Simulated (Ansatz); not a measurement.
One change: `C[N](C)[Zr]1234([CH3])([CH3])[C@H]5[C@@H]1[C@@H]2[C@@H]3[C@H]54` becomes `C[N](C)[Hf]1234([CH3])([CH3])[C@H]5[C@@H]1[C@@H]2[C@@H]3[C@H]54`.

Ansatz, PBE0-D4/def2-TZVP geometries, multiplicity 1. Each molecule was computed in one conformer, which needn't be the lowest.

Elements past krypton have def2 core potentials.

| property | `C[N](C)[Zr]1234([CH3])([CH3])[C@H]5[C@@H]1[C@@H]2[C@@H]3[C@H]54` |
| --- | --- |
| LUMO energy (PBE/def2-TZVPP) / eV | -1.54 |
| HOMO–LUMO gap (B3LYP/def2-TZVPP) / eV | 5.14 |
| HOMO energy (PBE0/def2-TZVPP) / eV | -6.19 |
| LUMO energy (PBE0/def2-TZVPP) / eV | -0.64 |
| HOMO–LUMO gap (PBE/def2-TZVPP) / eV | 3.52 |
| LUMO energy (ωB97M-V/def2-TZVPP) / eV | 1.18 |

Task: What does the change do to each property? (An estimate is asked.)

Result: The calculation gave: 
```json
{"property": "LUMO energy (PBE/def2-TZVPP) / eV", "`C[N](C)[Hf]1234([CH3])([CH3])[C@H]5[C@@H]1[C@@H]2[C@@H]3[C@H]54`": "-1.31", "shift": "0.23"}
{"property": "HOMO–LUMO gap (B3LYP/def2-TZVPP) / eV", "`C[N](C)[Hf]1234([CH3])([CH3])[C@H]5[C@@H]1[C@@H]2[C@@H]3[C@H]54`": "5.37", "shift": "0.23"}
{"property": "HOMO energy (PBE0/def2-TZVPP) / eV", "`C[N](C)[Hf]1234([CH3])([CH3])[C@H]5[C@@H]1[C@@H]2[C@@H]3[C@H]54`": "-6.19", "shift": "0.00"}
{"property": "LUMO energy (PBE0/def2-TZVPP) / eV", "`C[N](C)[Hf]1234([CH3])([CH3])[C@H]5[C@@H]1[C@@H]2[C@@H]3[C@H]54`": "-0.42", "shift": "0.22"}
{"property": "HOMO–LUMO gap (PBE/def2-TZVPP) / eV", "`C[N](C)[Hf]1234([CH3])([CH3])[C@H]5[C@@H]1[C@@H]2[C@@H]3[C@H]54`": "3.72", "shift": "0.20"}
{"property": "LUMO energy (ωB97M-V/def2-TZVPP) / eV", "`C[N](C)[Hf]1234([CH3])([CH3])[C@H]5[C@@H]1[C@@H]2[C@@H]3[C@H]54`": "1.43", "shift": "0.25"}
```

B3LYP here is the variant with VWN-RPA as its local correlation; programs differ in this.
